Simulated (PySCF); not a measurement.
C6H5BO2.
SMILES with atom numbers: `[BH:1]1[O:2][c:3]2[cH:4][cH:5][cH:6][cH:7][c:8]2[O:9]1` (hydrogens: H10 on B1; H11 on C4; H12 on C5; H13 on C6; H14 on C7)

Geometry (PBE0-D3(BJ)/def2-SVP, Å), atoms numbered from 1 in this order:
```
atom  x, y, z in Å
B1     2.5732    0.2191   -0.1719
O2     1.7005    1.2801   -0.0567
C3     0.4537    0.7252   -0.0072
C4    -0.7776    1.3464    0.1070
C5    -1.9003    0.5109    0.1332
C6    -1.7780   -0.8798    0.0477
C7    -0.5274   -1.4977   -0.0676
C8     0.5757   -0.6626   -0.0924
O9     1.8992   -0.9835   -0.1957
H10    3.7611    0.3286   -0.2422
H11   -0.8592    2.4321    0.1727
H12   -2.8933    0.9564    0.2222
H13   -2.6773   -1.4986    0.0713
H14   -0.4179   -2.5808   -0.1351
```

Computed with PySCF at B3LYP/def2-SVPD, non-relativistic, on one gas-phase PBE0-D3(BJ)/def2-SVP geometry that isn't relaxed in the solvent. The solvent is an IEF-PCM continuum (Bondi radii, 1.10 Å for H, scaled by 1.2), and excitations are vertical TDDFT with non-equilibrium linear response and a frozen core. The model holds no explicit solvent molecules, cavitation or dispersion.

Gas-phase singlets (H = HOMO, L = LUMO):

```
state  E (eV)  λ (nm)      f  leading configuration
   S1   5.173     240  0.063                H→L 76%
   S2   5.825     213  0.001              H-1→L 53%
   S3   6.144     202  0.143              H→L+2 88%
   S4   6.376     194  0.004              H→L+3 98%
   S5   6.552     189  0.083            H-1→L+2 61%
```

Question: What are the lowest 5 singlets in chloroform (ε = 4.711)?

Answer: 
| state | E (eV) | λ (nm) | f | leading configuration | change by rank (eV) |
| --- | --- | --- | --- | --- | --- |
| S1 | 5.162 | 240 | 0.095 | H→L 78% | -0.011 |
| S2 | 5.811 | 213 | 0.004 | H-1→L 56% | -0.014 |
| S3 | 6.075 | 204 | 0.205 | H→L+2 84% | -0.069 |
| S4 | 6.336 | 196 | 0.003 | H→L+3 97% | -0.040 |
| S5 | 6.481 | 191 | 0.201 | H-1→L+2 42% | -0.071 |

Question: What are the lowest 5 singlets in dimethylsulfoxide (ε = 46.83)?

Answer: 
```csv
state,E (eV),λ (nm),f,leading configuration,change by rank (eV)
S1,5.167,240,0.096,H→L 78%,-0.006
S2,5.815,213,0.004,H-1→L 57%,-0.010
S3,6.069,204,0.206,H→L+2 84%,-0.075
S4,6.323,196,0.003,H→L+3 97%,-0.053
S5,6.475,191,0.197,H-1→L+2 42%,-0.077
```

Question: How do the frontier levels move from gas to dimethylsulfoxide?

Answer: 
```json
{"orbital": "LUMO+2", "gas (eV)": "0.12", "solvent (eV)": "0.13", "change (eV)": "+0.01", "Löwdin shares, gas": "B1 33 %, O2 19 %, O9 19 %, H10 11 %", "Löwdin shares, solvent": "B1 33 %, O9 19 %, O2 19 %, H10 11 %"}
{"orbital": "LUMO+1", "gas (eV)": "-0.32", "solvent (eV)": "-0.26", "change (eV)": "+0.06", "Löwdin shares, gas": "C5 21 %, C6 21 %, C8 15 %, C3 15 %", "Löwdin shares, solvent": "C5 21 %, C6 21 %, C8 15 %, C3 15 %"}
{"orbital": "LUMO", "gas (eV)": "-0.85", "solvent (eV)": "-0.78", "change (eV)": "+0.07", "Löwdin shares, gas": "C4 20 %, C7 20 %, B1 9 %, C5 9 %", "Löwdin shares, solvent": "C7 20 %, C4 20 %, B1 10 %, C6 9 %"}
{"orbital": "HOMO", "gas (eV)": "-6.81", "solvent (eV)": "-6.78", "change (eV)": "+0.03", "Löwdin shares, gas": "C5 17 %, C6 17 %, C8 16 %, C3 16 %", "Löwdin shares, solvent": "C6 18 %, C5 18 %, C3 16 %, C8 16 %"}
{"orbital": "HOMO-1", "gas (eV)": "-7.25", "solvent (eV)": "-7.20", "change (eV)": "+0.05", "Löwdin shares, gas": "C4 24 %, C7 24 %, C6 11 %, C5 11 %", "Löwdin shares, solvent": "C7 24 %, C4 24 %, C5 11 %, C6 11 %"}
{"orbital": "HOMO-2", "gas (eV)": "-9.78", "solvent (eV)": "-9.70", "change (eV)": "+0.08", "Löwdin shares, gas": "C8 12 %, C3 12 %, O2 11 %, O9 11 %", "Löwdin shares, solvent": "C3 12 %, C8 12 %, C4 11 %, C7 11 %"}
{"orbital": "HOMO-3", "gas (eV)": "-9.95", "solvent (eV)": "-9.92", "change (eV)": "+0.03", "Löwdin shares, gas": "C5 18 %, C6 18 %, C4 13 %, C7 13 %", "Löwdin shares, solvent": "C6 18 %, C5 18 %, C7 13 %, C4 13 %"}
```

The HOMO–LUMO gap goes from 5.97 to 6.00 eV. Rows go by rank; for HOMO-3 and HOMO-2 the atom shares or the degeneracy differ between the runs, so the row needn't follow one orbital.
